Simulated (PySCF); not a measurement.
Q: Write a Z-matrix for 4-fluorotoluene, `Cc1ccc(F)cc1` as optimised with PBE0-D3(BJ)/def2-SVP.

A: 
Z-matrix in Å and degrees, rows numbered from 1:
```
C 
C   1  1.5017
C   2  1.4001  1  121.06
C   3  1.3927  2  121.53  1  -178.49
C   4  1.3888  3  118.90  2    -0.07
F   5  1.3336  4  119.36  3  -179.86
C   5  1.3888  4  121.27  3    -0.12
C   7  1.3928  5  118.92  4     0.13
H   1  1.0997  2  111.51  3   -30.25
H   1  1.1030  2  111.10  3    89.33
H   1  1.0997  2  111.51  3  -151.10
H   3  1.0934  2  119.42  1     1.65
H   4  1.0916  3  121.70  2  -179.83
H   7  1.0916  5  119.39  4  -179.64
H   8  1.0934  2  119.43  1    -1.65
```

Of the pairs four or more bonds apart, H11···H15 is among the closest relative to their van der Waals radii: 2.49 Å, 104 % of the sum of Bondi's values. The 7 C–C bonds span 1.389 Å (C4–C5, aromatic) to 1.502 Å (C1–C2, drawn single), a spread of 0.113 Å. The 8 heavy atoms lie in one plane (0.009 Å rms). The 6-membered ring C2–C3–C4–C5–C7–C8 has internal angles of 117.9° to 121.5° (sum 720°, against 720° for a flat polygon); it is planar, 0.00 Å rms from its mean plane, widest ring torsion 0°.

The calculation used PBE0-D3(BJ)/def2-SVP geometry optimisation, gas phase (PySCF 2.14.0).

Point group: Cs (every atom within 0.08 Å of its image). Stationary, but not proved a minimum.
